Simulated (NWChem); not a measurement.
**A calculation on HB**

```xyz
2

B      0.0000     0.0000     0.2087
H      0.0000     0.0000    -1.0435
```
Charge 0, spin multiplicity 1.

All runs are NWChem calculations. All single points use one geometry, from PBE0/def2-SVP, a minimum by its harmonic frequencies.

Symmetry labels belong to the abelian group C2v used in the runs, with the axes of the coordinates shown; states degenerate in a higher group split over its labels.

B3LYP has NWChem's definition, with VWN1-RPA local correlation. The structure started from a generated list of species.

Task: List the lowest 6 singlet excitations that TD-B3LYP/def2-SVPD, VWN1-RPA local correlation gives, with oscillator strengths.

Result: 
```json
[
 {"state": "1", "symmetry": "b1", "energy (eV)": "2.66", "wavelength (nm)": "465", "f": "0.022"},
 {"state": "2", "symmetry": "b2", "energy (eV)": "2.66", "wavelength (nm)": "465", "f": "0.022"},
 {"state": "3", "symmetry": "a1", "energy (eV)": "6.29", "wavelength (nm)": "197", "f": "0.120"},
 {"state": "4", "symmetry": "a1", "energy (eV)": "8.99", "wavelength (nm)": "138", "f": "0.270"},
 {"state": "5", "symmetry": "b1", "energy (eV)": "9.11", "wavelength (nm)": "136", "f": "0.011"},
 {"state": "6", "symmetry": "b2", "energy (eV)": "9.11", "wavelength (nm)": "136", "f": "0.011"}
]
```
